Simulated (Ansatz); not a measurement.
Geometry optimisation, Ansatz 0.2.0, RKS r2SCAN-D4/STO-3G.

input.yaml

```yaml
crystal:
  periodic: [false, false, false]
  atoms:
    - { symbol: Si, position_ang: [0.0, 0.0, 0.0] }
    - { symbol: O, position_ang: [0.0, 0.0, 1.68] }
    - { symbol: Si, position_ang: [-1.3147, -0.4067, 2.6436] }
    - { symbol: H, position_ang: [-2.239, -1.2403, 1.8804] }
    - { symbol: H, position_ang: [-0.8506, -1.1432, 3.8157] }
    - { symbol: H, position_ang: [-1.9987, 0.8095, 3.0733] }
    - { symbol: Si, position_ang: [2.0935, 0.0, -0.7393] }
    - { symbol: H, position_ang: [2.5508, -1.3762, -0.9079] }
    - { symbol: H, position_ang: [2.1573, 0.6939, -2.0222] }
    - { symbol: H, position_ang: [2.951, 0.6823, 0.2255] }
    - { symbol: Si, position_ang: [-1.0456, 1.8115, -0.7393] }
    - { symbol: H, position_ang: [-2.4302, 1.478, -1.0607] }
    - { symbol: H, position_ang: [-1.0215, 2.8436, 0.2931] }
    - { symbol: H, position_ang: [-0.3743, 2.3069, -1.9374] }
    - { symbol: Si, position_ang: [-1.0456, -1.8115, -0.7393] }
    - { symbol: H, position_ang: [-1.7029, -2.4846, 0.3772] }
    - { symbol: H, position_ang: [-2.0454, -1.4265, -1.7311] }
    - { symbol: H, position_ang: [-0.0777, -2.7173, -1.3511] }
basis:
  gaussian: { orbitals: STO-3G }
hamiltonian:
  xc: r2scan
  dispersion: d4
relax:
  f_tol: 0.02
  max_steps: 40
```

Command:

```bash
$ ansatz run input.yaml --threads 1 --pin off --max-ram 2048MiB --backend cpu --events-out ev --progress --plain --runs-dir out
```

Question: Where does it end, and by what steps?

Answer: The forces met the threshold. The force dipped under the threshold on the way, but the program's further checks kept it going. Limits of this set-up: minimal basis. After 20 steps the energy has fallen by 0.479 eV; H18 moved furthest, 1.12 Å.

```json
{"step": "0", "energy less start (eV)": "0.0000", "largest force component (eV/Å)": "1.291", "accepted": "yes"}
{"step": "1", "energy less start (eV)": "-0.3131", "largest force component (eV/Å)": "0.557", "accepted": "yes"}
{"step": "2", "energy less start (eV)": "-0.3514", "largest force component (eV/Å)": "0.358", "accepted": "yes"}
{"step": "3", "energy less start (eV)": "-0.3986", "largest force component (eV/Å)": "0.096", "accepted": "yes"}
{"step": "4", "energy less start (eV)": "-0.4160", "largest force component (eV/Å)": "0.364", "accepted": "yes"}
{"step": "5", "energy less start (eV)": "-0.4228", "largest force component (eV/Å)": "0.345", "accepted": "yes"}
{"step": "6", "energy less start (eV)": "-0.4499", "largest force component (eV/Å)": "0.048", "accepted": "yes"}
{"step": "7", "energy less start (eV)": "-0.4560", "largest force component (eV/Å)": "0.009", "accepted": "yes"}
{"step": "8", "energy less start (eV)": "-0.4499", "largest force component (eV/Å)": "0.317", "accepted": "no"}
{"step": "9", "energy less start (eV)": "-0.4594", "largest force component (eV/Å)": "0.075", "accepted": "yes"}
{"step": "10", "energy less start (eV)": "-0.4599", "largest force component (eV/Å)": "0.091", "accepted": "yes"}
{"step": "11", "energy less start (eV)": "-0.4615", "largest force component (eV/Å)": "0.070", "accepted": "yes"}
{"step": "12", "energy less start (eV)": "-0.4641", "largest force component (eV/Å)": "0.018", "accepted": "yes"}
{"step": "13", "energy less start (eV)": "-0.4626", "largest force component (eV/Å)": "0.286", "accepted": "no"}
{"step": "14", "energy less start (eV)": "-0.4663", "largest force component (eV/Å)": "0.068", "accepted": "yes"}
{"step": "15", "energy less start (eV)": "-0.4672", "largest force component (eV/Å)": "0.156", "accepted": "yes"}
{"step": "16", "energy less start (eV)": "-0.4690", "largest force component (eV/Å)": "0.100", "accepted": "yes"}
{"step": "17", "energy less start (eV)": "-0.4726", "largest force component (eV/Å)": "0.009", "accepted": "yes"}
{"step": "18", "energy less start (eV)": "-0.4731", "largest force component (eV/Å)": "0.245", "accepted": "yes"}
{"step": "19", "energy less start (eV)": "-0.4764", "largest force component (eV/Å)": "0.102", "accepted": "yes"}
{"step": "20", "energy less start (eV)": "-0.4789", "largest force component (eV/Å)": "0.010", "accepted": "yes"}
```

```xyz
18
Properties=species:S:1:pos:R:3
Si 0.002 -0.124 0.058
O 0.082 -0.338 1.772
Si -1.420 -0.316 2.580
H -2.360 -1.278 2.028
H -1.147 -0.646 3.961
H -2.048 0.993 2.515
Si 2.170 -0.059 -0.597
H 2.866 -1.289 -0.288
H 2.250 0.138 -2.028
H 2.889 1.028 0.031
Si -1.021 1.817 -0.553
H -2.458 1.755 -0.395
H -0.543 2.949 0.211
H -0.753 2.088 -1.949
Si -1.049 -1.870 -0.962
H -0.970 -3.079 -0.171
H -2.450 -1.602 -1.209
H -0.434 -2.149 -2.242
```

Whether the end is a true minimum wasn't checked by a vibrational analysis.

Run time: 5.6 min on 1 thread of Intel(R) Xeon(R) Processor @ 2.50GHz (Skylake/Cascade Lake), on a shared host, peak memory 0.18 GiB.
